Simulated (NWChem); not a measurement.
System: C4H8; SMILES C/C=C\C

Input file for NWChem:

```
start job
memory heap 200 mb stack 900 mb global 1100 mb
geometry units angstroms
  C      1.584922     0.000000     0.517049
  C      0.669733     0.000000    -0.663875
  C     -0.669733     0.000000    -0.663875
  C     -1.584922     0.000000     0.517049
  H      2.246625    -0.882576     0.502068
  H      2.246625     0.882576     0.502068
  H      1.048621     0.000000     1.476086
  H      1.167078     0.000000    -1.641667
  H     -1.167078     0.000000    -1.641667
  H     -1.048621     0.000000     1.476086
  H     -2.246625    -0.882576     0.502068
  H     -2.246625     0.882576     0.502068
end
basis spherical
  * library 6-31g*
end
dft
  xc hfexch
  iterations 150
end
driver
  maxiter 120
end
task dft optimize
task dft freq
```

NWChem printed, in part:

```
             Northwest Computational Chemistry Package (NWChem) 7.3.0
             --------------------------------------------------------

 C2V symmetry detected

                             Geometry "geometry" -> ""
                             -------------------------

 Output coordinates in angstroms (scale by  1.889725989 to convert to a.u.)

  No.       Tag          Charge          X              Y              Z
 ---- ---------------- ---------- -------------- -------------- --------------
    1 C                    6.0000     1.58492200     0.00000000     0.51969906
    2 C                    6.0000     0.66973300     0.00000000    -0.66122494
    3 C                    6.0000    -0.66973300     0.00000000    -0.66122494
    4 C                    6.0000    -1.58492200     0.00000000     0.51969906
    5 H                    1.0000     2.24662500    -0.88257600     0.50471806
    6 H                    1.0000     2.24662500     0.88257600     0.50471806
    7 H                    1.0000     1.04862100     0.00000000     1.47873606
    8 H                    1.0000     1.16707800     0.00000000    -1.63901694
    9 H                    1.0000    -1.16707800     0.00000000    -1.63901694
   10 H                    1.0000    -1.04862100     0.00000000     1.47873606
   11 H                    1.0000    -2.24662500    -0.88257600     0.50471806
   12 H                    1.0000    -2.24662500     0.88257600     0.50471806

 Effective nuclear repulsion energy (a.u.)     117.3457511671

      Symmetry information
      --------------------

 Group name             C2v
 Group number             16
 Group order               4
 No. of unique centers     5

                                Z-matrix (autoz)
                                --------

 Units are Angstrom for bonds and degrees for angles

      Type          Name      I     J     K     L     M      Value
      ----------- --------  ----- ----- ----- ----- ----- ----------
    1 Stretch                  1     2                       1.49404
    2 Stretch                  1     5                       1.10318
    3 Stretch                  1     6                       1.10318
    4 Stretch                  1     7                       1.09880
    5 Stretch                  2     3                       1.33947
    6 Stretch                  2     8                       1.09701
    7 Stretch                  3     4                       1.49404
    8 Stretch                  3     9                       1.09701
    9 Stretch                  4    10                       1.09880
   10 Stretch                  4    11                       1.10318
   11 Stretch                  4    12                       1.10318
   12 Bend                     1     2     3               127.77486
   13 Bend                     1     2     8               115.26539
   14 Bend                     2     1     5               110.89688
   15 Bend                     2     1     6               110.89688
   16 Bend                     2     1     7               113.01087
   17 Bend                     2     3     4               127.77486
   18 Bend                     2     3     9               116.95975
   19 Bend                     3     2     8               116.95975
   20 Bend                     3     4    10               113.01087
   21 Bend                     3     4    11               110.89688
   22 Bend                     3     4    12               110.89688
   23 Bend                     4     3     9               115.26539
   24 Bend                     5     1     6               106.26514
   25 Bend                     5     1     7               107.73451
   26 Bend                     6     1     7               107.73451
   27 Bend                    10     4    11               107.73451
   28 Bend                    10     4    12               107.73451
   29 Bend                    11     4    12               106.26514
   30 Torsion                  1     2     3     4           0.00000
   31 Torsion                  1     2     3     9         180.00000
   32 Torsion                  2     3     4    10           0.00000
   33 Torsion                  2     3     4    11        -121.09042
   34 Torsion                  2     3     4    12         121.09042
   35 Torsion                  3     2     1     5         121.09042
   36 Torsion                  3     2     1     6        -121.09042
   37 Torsion                  3     2     1     7           0.00000
   38 Torsion                  4     3     2     8         180.00000
   39 Torsion                  5     1     2     8         -58.90958
   40 Torsion                  6     1     2     8          58.90958
   41 Torsion                  7     1     2     8         180.00000
   42 Torsion                  8     2     3     9          -0.00000
   43 Torsion                  9     3     4    10         180.00000
   44 Torsion                  9     3     4    11          58.90958
   45 Torsion                  9     3     4    12         -58.90958

  xc_inp: hfexch multiplicative factor not found.

                           NWChem Geometry Optimization
                           ----------------------------

[...]

      ----------------------
      Optimization converged
      ----------------------

  Step       Energy      Delta E   Gmax     Grms     Xrms     Xmax
  ---- ---------------- -------- -------- -------- -------- --------
@    5    -156.10710094 -3.4D-08  0.00001  0.00000  0.00028  0.00074
                                     ok       ok       ok       ok

                                Z-matrix (autoz)
                                --------

 Units are Angstrom for bonds and degrees for angles

[...]

 Rotational Constants
 --------------------
 A=   0.551294 cm-1  (  0.793172 K)
 B=   0.168825 cm-1  (  0.242896 K)
 C=   0.135641 cm-1  (  0.195153 K)

 Temperature                      =   298.15K
 frequency scaling parameter      =   1.0000

 Zero-Point correction to Energy  =   72.668 kcal/mol  (  0.115804 au)
 Thermal correction to Energy     =   75.996 kcal/mol  (  0.121107 au)
 Thermal correction to Enthalpy   =   76.588 kcal/mol  (  0.122051 au)

 Total Entropy                    =   70.067 cal/mol-K
   - Translational                =   37.976 cal/mol-K (mol. weight =  56.0626)
   - Rotational                   =   22.974 cal/mol-K (symmetry #  =        2)
   - Vibrational                  =    9.117 cal/mol-K

 Cv (constant volume heat capacity) =   16.976 cal/mol-K
   - Translational                  =    2.979 cal/mol-K
   - Rotational                     =    2.979 cal/mol-K
   - Vibrational                    =   11.017 cal/mol-K

[normal modes left out]

 ----------------------------------------------------------------------------
 Normal Eigenvalue ||           Projected Infra Red Intensities
  Mode   [cm**-1]  || [atomic units] [(debye/angs)**2] [(KM/mol)] [arbitrary]
 ------ ---------- || -------------- ----------------- ---------- -----------
    1       -0.000 ||    0.000002           0.000         0.002       0.002
    2        0.000 ||    0.000018           0.000         0.017       0.016
    3        0.000 ||    0.000006           0.000         0.006       0.005
    4        0.000 ||    0.000003           0.000         0.003       0.003
    5        0.000 ||    0.000002           0.000         0.002       0.002
    6        0.000 ||    0.000003           0.000         0.002       0.002
    7      133.099 ||    0.000536           0.012         0.523       0.499
    8      138.562 ||    0.000000           0.000         0.000       0.000
    9      311.136 ||    0.000000           0.000         0.000       0.000
   10      430.026 ||    0.000000           0.000         0.000       0.000
   11      609.398 ||    0.005634           0.130         5.493       5.250
   12      769.920 ||    0.036643           0.845        35.721      34.141
   13      925.099 ||    0.000565           0.013         0.550       0.526
   14     1046.806 ||    0.008513           0.196         8.299       7.932
   15     1116.731 ||    0.000000           0.000         0.000       0.000
   16     1117.015 ||    0.000691           0.016         0.674       0.644
   17     1177.603 ||    0.005688           0.131         5.545       5.300
   18     1182.222 ||    0.000000           0.000         0.000       0.000
   19     1265.265 ||    0.000261           0.006         0.255       0.243
   20     1406.638 ||    0.000002           0.000         0.002       0.002
   21     1530.851 ||    0.008792           0.203         8.571       8.192
   22     1573.979 ||    0.001835           0.042         1.789       1.710
   23     1587.722 ||    0.002197           0.051         2.142       2.047
   24     1628.796 ||    0.000000           0.000         0.000       0.000
   25     1633.353 ||    0.009089           0.210         8.860       8.468
   26     1635.741 ||    0.002582           0.060         2.517       2.406
   27     1643.260 ||    0.004949           0.114         4.825       4.611
   28     1907.673 ||    0.002534           0.058         2.470       2.361
   29     3191.708 ||    0.068495           1.580        66.772      63.818
   30     3194.998 ||    0.012631           0.291        12.314      11.769
   31     3234.431 ||    0.000000           0.000         0.000       0.000
   32     3235.385 ||    0.083382           1.924        81.285      77.689
   33     3281.693 ||    0.012633           0.291        12.316      11.771
   34     3302.864 ||    0.022947           0.529        22.370      21.381
   35     3308.483 ||    0.022987           0.530        22.409      21.417
   36     3335.761 ||    0.072759           1.679        70.929      67.792
 ----------------------------------------------------------------------------
```

Level: Hartree-Fock/6-31G* (spherical d).
